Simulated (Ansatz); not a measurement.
Wavefunction ladder for C3H9NSi, SMILES `CC(C)=N[SiH3]`

| atom | x (Å) | y (Å) | z (Å) |
| --- | --- | --- | --- |
| C1 | -0.320 | 1.920 | -0.637 |
| C2 | -0.087 | 0.515 | -0.173 |
| C3 | -0.530 | 0.204 | 1.236 |
| N4 | 0.454 | -0.329 | -0.947 |
| Si5 | 0.805 | -1.988 | -0.587 |
| H6 | -1.385 | 2.165 | -0.576 |
| H7 | 0.199 | 2.625 | 0.021 |
| H8 | 0.029 | 2.047 | -1.660 |
| H9 | -0.968 | 1.065 | 1.742 |
| H10 | 0.322 | -0.149 | 1.824 |
| H11 | -1.268 | -0.604 | 1.223 |
| H12 | -0.422 | -2.746 | -0.198 |
| H13 | 1.788 | -2.106 | 0.529 |
| H14 | 1.384 | -2.621 | -1.796 |

The species carries charge 0 and has multiplicity 1. The structure was optimised at the PBE0-D4/def2-TZVP level. Frozen core, restricted reference, Ansatz 0.2.0. CBS rows extrapolate triple and quadruple zeta; past MP2 they add the triple-zeta difference.

| basis | HF (Eh) | MP2 corr. |
| --- | --- | --- |
| def2-TZVPP | -462.30764 | -0.83869 |
| def2-QZVPP | -462.32508 | -0.89407 |

Q: Estimate the CCSD correlation energy and the (T) correction in each basis where they were run (hartree).

A: 
```json
{"basis": "def2-TZVPP", "CCSD corr.": "-0.89188", "(T)": "-0.03724"}
{"basis": "CBS(def2)", "CCSD corr.": "-0.98828", "(T)": "as TZ"}
```
